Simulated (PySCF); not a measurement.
Al2(mu-OH)2(OH)4, H₆Al₂O₆, singlet, CAM-B3LYP/def2-SVP optimised geometry.

```
14

Al     1.42     0.00     0.00
Al    -1.42     0.00     0.00
O      0.00     1.18     0.00
H      0.00     2.14     0.00
O      2.23    -0.01     1.50
H      3.19    -0.01     1.56
O      2.39     0.01    -1.39
H      2.11     0.02    -2.31
O      0.00    -1.18    -0.01
H      0.00    -2.14    -0.02
O     -2.38    -0.01     1.40
H     -2.08    -0.02     2.32
O     -2.25     0.01    -1.49
H     -3.20     0.01    -1.55
```

Density from CAM-B3LYP/def2-TZVP (PySCF) at that geometry.

Minimum of the electron density along straight lines between bonded atoms, close to the bond critical point (lines longer than 1.1 times the sum of covalent radii, or with two minima, are not listed):

```json
[
 {"bond": "Al1–O3", "length / Å": "1.843", "ρ at the minimum / e bohr⁻³": "0.073", "∇²ρ there / e bohr⁻⁵": "0.46", "position (fraction from the first atom)": "0.42"},
 {"bond": "Al2–O3", "length / Å": "1.843", "ρ at the minimum / e bohr⁻³": "0.073", "∇²ρ there / e bohr⁻⁵": "0.46", "position (fraction from the first atom)": "0.42"},
 {"bond": "O3–H4", "length / Å": "0.960", "ρ at the minimum / e bohr⁻³": "0.352", "∇²ρ there / e bohr⁻⁵": "-2.45", "position (fraction from the first atom)": "0.81"},
 {"bond": "Al1–O5", "length / Å": "1.703", "ρ at the minimum / e bohr⁻³": "0.110", "∇²ρ there / e bohr⁻⁵": "0.76", "position (fraction from the first atom)": "0.43"},
 {"bond": "O5–H6", "length / Å": "0.959", "ρ at the minimum / e bohr⁻³": "0.355", "∇²ρ there / e bohr⁻⁵": "-2.40", "position (fraction from the first atom)": "0.81"},
 {"bond": "Al1–O7", "length / Å": "1.702", "ρ at the minimum / e bohr⁻³": "0.108", "∇²ρ there / e bohr⁻⁵": "0.76", "position (fraction from the first atom)": "0.43"},
 {"bond": "O7–H8", "length / Å": "0.958", "ρ at the minimum / e bohr⁻³": "0.356", "∇²ρ there / e bohr⁻⁵": "-2.42", "position (fraction from the first atom)": "0.81"},
 {"bond": "Al1–O9", "length / Å": "1.843", "ρ at the minimum / e bohr⁻³": "0.073", "∇²ρ there / e bohr⁻⁵": "0.46", "position (fraction from the first atom)": "0.42"},
 {"bond": "Al2–O9", "length / Å": "1.844", "ρ at the minimum / e bohr⁻³": "0.073", "∇²ρ there / e bohr⁻⁵": "0.46", "position (fraction from the first atom)": "0.42"},
 {"bond": "O9–H10", "length / Å": "0.960", "ρ at the minimum / e bohr⁻³": "0.352", "∇²ρ there / e bohr⁻⁵": "-2.45", "position (fraction from the first atom)": "0.81"},
 {"bond": "Al2–O11", "length / Å": "1.702", "ρ at the minimum / e bohr⁻³": "0.108", "∇²ρ there / e bohr⁻⁵": "0.76", "position (fraction from the first atom)": "0.43"},
 {"bond": "O11–H12", "length / Å": "0.958", "ρ at the minimum / e bohr⁻³": "0.356", "∇²ρ there / e bohr⁻⁵": "-2.42", "position (fraction from the first atom)": "0.81"},
 {"bond": "Al2–O13", "length / Å": "1.703", "ρ at the minimum / e bohr⁻³": "0.110", "∇²ρ there / e bohr⁻⁵": "0.76", "position (fraction from the first atom)": "0.43"},
 {"bond": "O13–H14", "length / Å": "0.959", "ρ at the minimum / e bohr⁻³": "0.356", "∇²ρ there / e bohr⁻⁵": "-2.40", "position (fraction from the first atom)": "0.81"}
]
```
